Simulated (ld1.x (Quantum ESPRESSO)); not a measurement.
# Cutoff test, H (Z = 1), ultrasoft

- Element: hydrogen
- Generator: ld1.x (Quantum ESPRESSO) 7.5
- Type: ultrasoft
- Functional: PBE
- Relativity: non-relativistic
- Frozen core: none
- Valence charge: 1
- Reference configuration: 1s1
- Partial waves: 1s (bound): rcut 0.50, rcutus 0.65 bohr; 1s channel at 0.4 Ry: rcut 0.50, rcutus 0.65 bohr; 2p channel at -0.15 Ry: rcut 0.50, rcutus 0.60 bohr; 2p channel at 1.2 Ry: rcut 0.50, rcutus 0.60 bohr
- Local potential: all-electron potential smoothed inside 0.45 bohr (lloc = -1)
- Core correction: none
- Augmentation charge: PSQ, radius 0.35 bohr

The pseudo-atom Hamiltonian at the reference potential is diagonalised in spherical Bessel functions j_l(qr) that vanish at 20 bohr, with q² up to the cutoff. All-electron valence levels (Ry): 1s -0.4772.

How do the lowest levels (Ry) of each channel move with the cutoff, and are there ghosts?

```json
{"cutoff (Ry)": "8", "s #1": "-0.4162", "s #2": "0.0131", "p #1": "0.0294", "p #2": "0.1001", "d #1": "0.0773", "f #1": "0.1194", "Σ f·Δε (mRy)": "61.0"}
{"cutoff (Ry)": "12", "s #1": "-0.4393", "s #2": "0.0118", "p #1": "0.0294", "p #2": "0.1000", "d #1": "0.0773", "f #1": "0.1194", "Σ f·Δε (mRy)": "37.8"}
{"cutoff (Ry)": "21", "s #1": "-0.4607", "s #2": "0.0107", "p #1": "0.0294", "p #2": "0.1000", "d #1": "0.0773", "f #1": "0.1194", "Σ f·Δε (mRy)": "16.4"}
{"cutoff (Ry)": "30", "s #1": "-0.4683", "s #2": "0.0103", "p #1": "0.0294", "p #2": "0.1000", "d #1": "0.0773", "f #1": "0.1194", "Σ f·Δε (mRy)": "8.9"}
{"cutoff (Ry)": "40", "s #1": "-0.4731", "s #2": "0.0101", "p #1": "0.0294", "p #2": "0.1000", "d #1": "0.0773", "f #1": "0.1194", "Σ f·Δε (mRy)": "4.1"}
{"cutoff (Ry)": "50", "s #1": "-0.4752", "s #2": "0.0100", "p #1": "0.0294", "p #2": "0.1000", "d #1": "0.0773", "f #1": "0.1194", "Σ f·Δε (mRy)": "2.0"}
{"cutoff (Ry)": "70", "s #1": "-0.4766", "s #2": "0.0099", "p #1": "0.0294", "p #2": "0.1000", "d #1": "0.0773", "f #1": "0.1194", "Σ f·Δε (mRy)": "0.6"}
{"cutoff (Ry)": "90", "s #1": "-0.4770", "s #2": "0.0099", "p #1": "0.0294", "p #2": "0.1000", "d #1": "0.0773", "f #1": "0.1194", "Σ f·Δε (mRy)": "0.1"}
{"cutoff (Ry)": "400", "s #1": "-0.4772", "s #2": "0.0099", "p #1": "0.0294", "p #2": "0.1000", "d #1": "0.0773", "f #1": "0.1194", "Σ f·Δε (mRy)": "0.0"}
```

Result: no extra level below or beside the all-electron valence levels (s, p, d, f tested); 10 mRy is reached at 30 Ry and 1 mRy at 70 Ry.
